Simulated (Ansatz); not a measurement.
C₃H₁₅GeNSi₂ (`C[SiH2][N]([GeH3])[SiH](C)C`), relaxed with RKS PBE0-D4/def2-TZVP in Ansatz from a PBE-D4/def2-SVP geometry. The force threshold is 0.005 eV/Å; the program also tests the step.

The species carries charge 0 and has multiplicity 1.

Start:

```xyz
22

C     0.803    2.179    2.281
Si    1.092    1.676    0.485
N     0.406    0.092    0.120
Ge    1.211   -1.414    0.878
Si   -0.976   -0.127   -0.969
C    -2.102   -1.495   -0.310
C    -0.405   -0.551   -2.718
H    -0.281    2.219    2.508
H     1.272    1.451    2.976
H     1.242    3.177    2.491
H     0.449    2.675   -0.441
H     2.580    1.673    0.225
H     2.622   -0.985    1.364
H     0.383   -1.944    2.083
H     1.320   -2.532   -0.196
H    -1.735    1.176   -0.995
H    -2.996   -1.602   -0.958
H    -1.589   -2.479   -0.291
H    -2.448   -1.268    0.719
H    -1.268   -0.682   -3.404
H     0.182   -1.493   -2.723
H     0.240    0.254   -3.126
```

How much energy does the relaxation release, and in how many steps? (An estimate is asked.)

Ansatz gave: 0.11 eV, in 17 steps.

Which bonds change most? (Best estimate.)

Computed: N3–Si5 from 1.773 to 1.739 Å; Si2–N3 from 1.765 to 1.731 Å; N3–Ge4 from 1.869 to 1.846 Å; C1–Si2 from 1.887 to 1.866 Å.

Give the relaxed structure. (Best estimate.)

Ansatz gave: 
```xyz
22

C     0.826    2.276    2.090
Si    1.157    1.537    0.409
N     0.396   -0.003    0.193
Ge    1.126   -1.480    1.027
Si   -0.987   -0.156   -0.849
C    -1.992   -1.656   -0.362
C    -0.484   -0.278   -2.643
H    -0.246    2.413    2.248
H     1.206    1.628    2.885
H     1.316    3.249    2.189
H     0.634    2.445   -0.651
H     2.631    1.407    0.226
H     2.434   -1.019    1.690
H     0.163   -2.029    2.095
H     1.413   -2.581   -0.011
H    -1.827    1.066   -0.674
H    -2.886   -1.719   -0.989
H    -1.434   -2.587   -0.498
H    -2.317   -1.603    0.680
H    -1.359   -0.343   -3.295
H     0.134   -1.165   -2.815
H     0.096    0.598   -2.943
```
